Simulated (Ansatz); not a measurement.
Saddle point of GaH$_{4}$Br, closed shell (GaH₃ + HBr → GaH₂Br ([GaH2][Br]) + H₂; bonds formed: H2–H5; dative contacts that become bonds: Ga1–Br6; bonds broken: Ga1–H2, H5–Br6), PBE0-D4/def2-TZVP structure:

```
6
angstrom
Ga -0.5143 -0.4421 -0.3157
H 0.5885 0.5262 -1.0777
H -0.0605 -1.9237 -0.2105
H -1.9159 0.2130 -0.1802
H 0.9659 0.8372 0.1071
Br 0.9363 0.7893 1.6770
```

Energies are electronic, without zero-point energy. Barriers and step energies count from the start structure reached by relaxing down the imaginary mode; all methods use the PBE0-D4 structures, on which another method's saddle can fall below an end. Program: Ansatz 0.2.0. Basis: def2-TZVPP, with def2-QZVPP for the basis limit. Cores are frozen in the correlated methods. Filled d shells of the heavier atoms are correlated. The def2 sets are not built for correlating such inner shells, so the correlated values are less sure here. B3LYP uses VWN-RPA correlation. Extrapolation: Hartree–Fock as exp(−7.88 √X), correlation as X^−2.97.

| method | barrier (kJ/mol) | step energy (kJ/mol) |
| --- | --- | --- |
| SPW92 | -10.0 | -90.1 |
| PBE-D4 | 4.2 | -103.3 |
| BLYP-D4 | ? | -106.1 |
| r2SCAN-D4 | 8.9 | -108.1 |
| B97M-V | 24.0 | -93.8 |
| PBE0-D4 | 13.9 | -105.5 |
| B3LYP-D4 | 21.2 | -107.1 |
| r2SCAN0-D4 | 16.6 | -109.6 |
| BHLYP-D4 | ? | -109.9 |
| CAM-B3LYP-D4 | 28.1 | -102.4 |
| wB97X-V | 31.1 | -104.7 |
| wB97M-V | 29.7 | -104.6 |
| B2PLYP | 25.6 | -108.8 |
| PBE-QIDH | ? | -109.1 |
| RPA on PBE | 33.9 | -97.6 |
| HF | 61.0 | -116.6 |
| MP2 | 26.5 | -111.4 |
| CCSD | 37.1 | -103.5 |
| CCSD(T) | 31.0 | -103.9 |

Question: Fill in the withheld barriers. (An estimate is asked for; the value comes from the calculation.)

Answer: Computed: PBE-QIDH 22.9; BHLYP-D4 33.2; BLYP-D4 14.3 kJ/mol. Each is the energy of the saddle less that of the start structure, by the same method.

For comparison, the barrier by CCSD(T) at an estimated basis limit (MP2 extrapolated from triple and quadruple zeta, plus CCSD(T) − MP2 in triple zeta) is 27.1 kJ/mol.

T1 diagnostic: at most 0.011. The start structure is not quite a true minimum (one mode of 49i cm⁻¹).

Labels in which every atom is bracketed show which atoms are joined, not bond orders.

For scale, one of the runs: CCSD(T)/def2-TZVPP, 152 basis functions, launched by `ansatz run in.yaml --threads 2 --pin off --events-out ev --progress --plain --max-ram 4352MiB`. Hardware: 2 CPU threads of an Arm Neoverse V1, shared host. Wall time 37 s; peak host memory 1 GiB.
